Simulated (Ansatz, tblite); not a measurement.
Cost and result up the ladder for GeI2 (3 atoms). Charge 0, multiplicity 1. Geometry: PBE-D4/def2-TZVP.

```xyz
3

Ge    0.517   -0.828    0.450
I     1.310    0.729   -1.446
I    -1.827    0.099    0.996
```

Ansatz on 4 threads of Arm Neoverse V2 on a shared host; xTB runs through tblite on one thread. Times are rough, summed over both states, and most runs start from the orbitals of an earlier one. PBE0-D4/def2-TZVP serves as the yardstick here, not as an exact answer. The other state is a doublet.

In the def2 sets I takes a core potential; there is no spin–orbit coupling. The xTB rows come from tblite. HOMO above LUMO, or a gap near zero within one spin, warns that the state may not be the lowest or that an electron is smeared out.

Raw xTB energies of ions are shifted by several eV.

| level | functions | wall time | vertical IE (eV) | difference from PBE0-D4/def2-TZVP (eV) | remarks |
| --- | --- | --- | --- | --- | --- |
| GFN1-xTB | 27 | 0.005 s | 12.92 | 3.80 | – |
| GFN2-xTB | 27 | 0.006 s | 14.54 | 5.42 | – |
| PBE-D4/def2-TZVP | 148 | 2.8 s | 8.91 | -0.21 | gap within one spin near zero (+1 doublet) |
| PBE0-D4/def2-TZVP | 148 | 5.8 s | 9.12 | 0.00 | – |
| r2SCAN-D4/def2-TZVP (with forces) | 148 | 7.1 s | 9.06 | -0.06 | – |
